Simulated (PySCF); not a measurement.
SMILES COC[SiH2]C#N (C3H7NOSi), singlet, GFN2-xTB optimised geometry.

```
13

C      2.19    -1.62     0.00
O      1.64    -0.33     0.00
C      0.22    -0.33     0.00
Si    -0.26     1.51     0.00
C     -2.13     1.56     0.07
N     -3.28     1.60     0.11
H      1.89    -2.18     0.89
H      1.89    -2.18    -0.89
H      3.28    -1.49     0.01
H     -0.16    -0.87     0.88
H     -0.16    -0.87    -0.88
H      0.23     2.18     1.20
H      0.14     2.16    -1.25
```

Density from PBE0/def2-TZVP (PySCF) at that geometry.

Minimum of the electron density along straight lines between bonded atoms, close to the bond critical point (lines longer than 1.1 times the sum of covalent radii, or with two minima, are not listed):

| bond | length / Å | ρ at the minimum / e bohr⁻³ | ∇²ρ there / e bohr⁻⁵ | position (fraction from the first atom) |
|---|---|---|---|---|
| C1–O2 | 1.403 | 0.266 | -0.56 | 0.35 |
| O2–C3 | 1.414 | 0.262 | -0.57 | 0.64 |
| C3–Si4 | 1.906 | 0.120 | 0.14 | 0.62 |
| Si4–C5 | 1.872 | 0.108 | 0.29 | 0.39 |
| C5–N6 | 1.146 | 0.505 | -0.02 | 0.34 |
| C1–H7 | 1.097 | 0.280 | -0.97 | 0.64 |
| C1–H8 | 1.097 | 0.280 | -0.97 | 0.64 |
| C1–H9 | 1.088 | 0.287 | -1.03 | 0.65 |
| C3–H10 | 1.100 | 0.276 | -0.94 | 0.65 |
| C3–H11 | 1.100 | 0.276 | -0.94 | 0.65 |
| Si4–H12 | 1.462 | 0.127 | 0.18 | 0.49 |
| Si4–H13 | 1.463 | 0.127 | 0.17 | 0.49 |
